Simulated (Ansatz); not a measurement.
`CCCCCCCCCCB(O)O`. Charge 0, multiplicity 1. Geometry PBE-D4/def2-SVP.

```csv
atom,x (Å),y (Å),z (Å)
C1,2.9331,-0.7170,5.1111
C2,1.7829,-0.3297,4.1798
C3,0.9601,-1.5321,3.7006
C4,-0.2375,-1.1820,2.8065
C5,0.1279,-0.5669,1.4509
C6,-1.0817,-0.2873,0.5544
C7,-0.7193,0.3383,-0.7956
C8,-1.9290,0.6183,-1.6934
C9,-1.5939,1.2852,-3.0353
C10,-0.7565,0.4248,-3.9909
B11,-0.4256,1.0663,-5.3985
O12,-0.7999,2.3711,-5.6363
O13,0.2335,0.2829,-6.3225
H14,2.5607,-1.2349,6.0202
H15,3.6429,-1.4077,4.6088
H16,3.5104,0.1693,5.4445
H17,1.1068,0.3885,4.6967
H18,2.1897,0.2208,3.3036
H19,1.6292,-2.2389,3.1576
H20,0.5957,-2.0913,4.5911
H21,-0.8375,-2.1023,2.6304
H22,-0.9137,-0.4857,3.3540
H23,0.6893,0.3817,1.6029
H24,0.8314,-1.2475,0.9183
H25,-1.6409,-1.2355,0.3828
H26,-1.7918,0.3816,1.0926
H27,-0.0041,-0.3318,-1.3227
H28,-0.1650,1.2896,-0.6231
H29,-2.4715,-0.3369,-1.8826
H30,-2.6447,1.2632,-1.1360
H31,-2.5404,1.5720,-3.5419
H32,-1.0661,2.2463,-2.8456
H33,0.2187,0.1496,-3.5261
H34,-1.2558,-0.5558,-4.1701
H35,-0.5577,2.7057,-6.5182
H36,0.4205,0.7281,-7.1681
```

B3LYP takes the VWN-RPA correlation.

Q: Estimate the orbital energies around the gap (eV) in Ansatz with HF/6-31G, r2SCAN-D4/def2-TZVP, B3LYP-D4/6-31G, PBE0-D4/def2-SVP, PBE0-D4/def2-TZVP.

A: 
```tsv
orbital	HF/6-31G	r2SCAN-D4/def2-TZVP	B3LYP-D4/6-31G	PBE0-D4/def2-SVP	PBE0-D4/def2-TZVP
HOMO−5	-12.32	-7.89	-8.59	-8.93	-8.99
HOMO−4	-12.05	-7.69	-8.41	-8.72	-8.77
HOMO−3	-11.91	-7.59	-8.28	-8.60	-8.67
HOMO−2	-11.82	-7.52	-8.21	-8.53	-8.59
HOMO−1	-11.76	-7.49	-8.18	-8.51	-8.55
HOMO	-11.30	-7.15	-7.80	-8.18	-8.22
LUMO	4.75	0.12	0.79	0.93	0.25
LUMO+1	5.63	0.85	1.48	1.72	1.28
LUMO+2	6.27	1.16	2.52	1.95	1.44
LUMO+3	6.45	1.35	2.57	2.15	1.47
LUMO+4	6.68	1.56	2.78	2.41	1.68
LUMO+5	6.89	1.70	3.07	2.44	1.83
```
